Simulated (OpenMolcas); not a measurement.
# W5+ in a point-charge field

W5+ among 3 point charges of -3 e arranged as a planar triangle (D3h), 2 Å from the ion.

```json
{
 "Program": "OpenMolcas 26.06",
 "Method": "SS-CASPT2, IPEA 0.25 Eh, imaginary shift 0.1 Eh (closed shells correlated: 4f 5s 5p)",
 "Basis": "ANO-RCC-VDZP [7s6p4d2f1g]",
 "Scalar Hamiltonian": "DKH2, point nucleus",
 "Active space": "1 electron in 5 orbitals (5d)",
 "State averaging": "2S+1 = 2 even, 5 roots",
 "Spin-orbit coupling": "state interaction with AMFI integrals over the reference wave functions"
}
```

The lowest spin-free states (labels of D3, the rotations of D3h), above the lowest:

| State | Degeneracy | E (cm-1) | Free-ion L (%) |
| --- | --- | --- | --- |
| 2A1 | 1 | 0 | D (100) |
| 2E | 2 | 9590 | D (100) |
| 2E | 2 | 32760 | D (100) |

The lowest levels with spin-orbit coupling:

| E (cm-1) | Degeneracy | Label | 2S+1 | g |
| --- | --- | --- | --- | --- |
| 0 | 2 | E1/2 | 2 | 0.04 0.04 1.68 |
| 11410 | 2 | E1/2 | 2 | 0.32 2.04 2.04 |
| 12470 | 2 | E3/2 | 2 | 0.00 0.00 3.91 |
| 31510 | 2 | E3/2 | 2 | 0.00 0.00 2.01 |
| 38540 | 2 | E1/2 | 2 | 0.00 0.00 5.92 |

Powder χT (cm3 K/mol): 0.0883 at 2 K, 0.0888 at 10 K, 0.0911 at 50 K, 0.0941 at 100 K, 0.0999 at 200 K, 0.106 at 300 K. The effective moment at 300 K is 2.828 √(χT) = 0.92 μB.

The lowest level has 2S+1 = 2, for which the spin-only value is χT = S(S+1) / 2 = 0.375 cm3 K/mol (g = 2). The computed 0.106 at 300 K differs by -0.269, through orbital momentum, spin-orbit coupling and any other state in reach.

Roots that are degenerate in the reference are averaged as groups; the widest CASPT2 spread within a group is 84 cm-1 (the 2-fold group of multiplicity 2 near 32800 cm-1 above the lowest state of its run). Shifts and gaps below about the spread of the groups concerned are not significant. Free-ion shares, where given, are those of the reference states; single-state CASPT2 does not remix them. Point charges carry no covalency, so the field is a model and not that of real ligands. No measured value stands beside these numbers.
